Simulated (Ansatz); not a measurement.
Reaction (ligand exchange at a Ge–C bond): `B[CH](Cl)[GeH3]` + `SS` → `S[S][GeH3]` + `BCCl`

Isolated molecules relaxed with PBE0-D4/def2-TZVP in Ansatz; ΔE leaves out vibrations. CCSD(T)/CBS is the MP2 limit (def2-TZVPP, def2-QZVPP) plus CCSD(T) − MP2 in def2-TZVPP, frozen cores. This one scheme is used for every species. Functionals use def2-TZVPP. For Ge outer-core shells are correlated without core-valence functions, which leaves a few kJ/mol of doubt a bond. Scalar relativity is left out up to krypton. One conformer a species, not always the lowest.

```csv
level,ΔE (kcal/mol)
PBE0,-11.7
SCS-MP2/def2-TZVPP,-10.8
```

(1) What does CCSD(T)/CBS give? (Estimate.)

Largest T1 diagnostic among the species: 0.012.

Answers

(1) The calculation gave: -10.3 kcal/mol. The listed levels differ from it by -1.4, -0.5 kcal/mol.

In def2-TZVPP, CCSD(T) changes the Hartree–Fock value by +5.6 kcal/mol (the triples alone add +0.6 kcal/mol) and MP2 by +5.5 kcal/mol. From PBE to PBE0 (25 % exact exchange), in def2-TZVPP and without D4, ΔE moves by −0.7 kcal/mol.
